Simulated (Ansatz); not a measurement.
Relaxation of ClH5O2W (9 atoms, charge 0, multiplicity 1), to a largest force component of 0.02 eV/Å in at most 40 steps.

These are results of Ansatz 0.2.0, RHF/def2-SVP, not measurements.

```xyz
9
Properties=species:S:1:pos:R:3
W 0.000 0.000 0.000
O 0.000 0.000 1.940
H -0.909 -0.281 2.277
Cl 2.390 0.000 0.000
O 0.000 1.940 0.000
H -0.634 2.277 -0.710
H -1.720 0.000 0.000
H 0.000 -1.720 0.000
H 0.000 0.000 -1.720
```

Task: Where does it end, and by what steps?

Result: It converged. After 8 steps the energy has fallen by 3.546 eV; W1 moved furthest, 0.46 Å.

| step | energy less start (eV) | largest force component (eV/Å) | accepted |
| --- | --- | --- | --- |
| 0 | 0.0000 | 5.575 | yes |
| 1 | -1.7114 | 2.031 | yes |
| 2 | -2.7996 | 3.544 | yes |
| 3 | -3.4361 | 1.618 | yes |
| 4 | -3.5104 | 0.791 | yes |
| 5 | -3.4187 | 2.196 | no |
| 6 | -3.5438 | 0.068 | yes |
| 7 | -3.5452 | 0.038 | yes |
| 8 | -3.5461 | 0.009 | yes |

```xyz
9
Properties=species:S:1:pos:R:3
W 0.258 0.281 0.249
O -0.278 -0.070 2.010
H -0.911 -0.628 2.434
Cl 2.470 -0.327 -0.208
O -0.169 2.031 -0.270
H -0.745 2.437 -0.899
H -1.306 -0.082 -0.153
H -0.123 -1.307 -0.048
H -0.070 -0.119 -1.328
```

Whether the end is a true minimum wasn't checked by a vibrational analysis.

Run time: 11 s on 1 thread of AMD EPYC 9R45 96-Core Processor (Zen 5), with other jobs on the host, peak memory 0.23 GiB.
